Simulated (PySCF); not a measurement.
Zn(H)2 cation (H₂Zn), SMILES [ZnH2] (connectivity only; charge and spin as stated), charge +1, multiplicity 2. Atoms are numbered in the order given.

```xyz
3

Zn     0.0000     0.0000     0.0000
H      0.0000     0.0000    -1.6513
H      0.0000     0.0000     1.6513
```
Charge +1, spin multiplicity 2.

Geometry optimised at TPSSh-D3(BJ)/def2-TZVPD. The geometry has at least one imaginary mode, so it is a saddle point at that level. The multiplicity is an assumed one; other spin states were not compared. The isomer is the one that the SMILES or the coordinates give; other isomers of the formula were not compared.

All values below come from PBE0/def2-TZVPD (PySCF).

Mulliken values depend strongly on the basis, most of all with diffuse functions as here. ESP charges are fitted to the potential on shells at 1.4 to 2.0 van der Waals radii. Atomic charges (e):

```tsv
atom	Mulliken	ESP fit	meta-Löwdin	Mulliken spin
Zn1	0.39	0.76	0.95	0.11
H2	0.31	0.12	0.03	0.45
H3	0.31	0.12	0.03	0.45
```
